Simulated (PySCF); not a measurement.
A GIAO shielding run with PySCF 2.14 (density fitting, non-relativistic, gas phase) on SMILES CSc1ccccc1O[SiH3], C₇H₁₀OSSi:

```
$ OMP_NUM_THREADS=1 python probes_run.py task.json out

{"job": {"kind": "nmr", "xc": "PBE0", "basis": "pcSseg-1"}, "charge": 0, "multiplicity": 1}
C      3.070950    -1.483821    -0.021362
S      1.273664    -1.749507    -0.072689
C      0.626842    -0.111073     0.012390
C      1.378575     1.048298     0.103856
C      0.747783     2.280671     0.161507
C     -0.631389     2.361608     0.130083
C     -1.391239     1.206265     0.038751
C     -0.774203    -0.030925    -0.020186
O     -1.449363    -1.191199    -0.108427
Si    -3.026274    -1.581163    -0.171791
H      3.352838    -1.012733     0.915653
H      3.511881    -2.473707    -0.082364
H      3.385829    -0.888106    -0.873043
H      2.455174     1.004778     0.132285
H      1.342937     3.178359     0.232115
H     -1.121744     3.321664     0.177191
H     -2.469497     1.250465     0.011658
H     -3.725328    -1.115370     1.029066
H     -2.904038    -3.025917    -0.249171
H     -3.658548    -0.977909    -1.348558
```

Hardware: 1 thread of an Intel Xeon 6975P-C, shared host. The job also computes population analyses, field gradients, ring-centre shieldings.

Q: How large is the calculation?

A: 90 electrons, 234 basis functions and 1256 auxiliary functions.

Q: How long does it take, and how much memory does it need?

A: 43 s of wall time, with 14 SCF cycles and 5 response iterations; peak memory 1.1 GiB. Times on a shared host scatter by some tens of per cent.
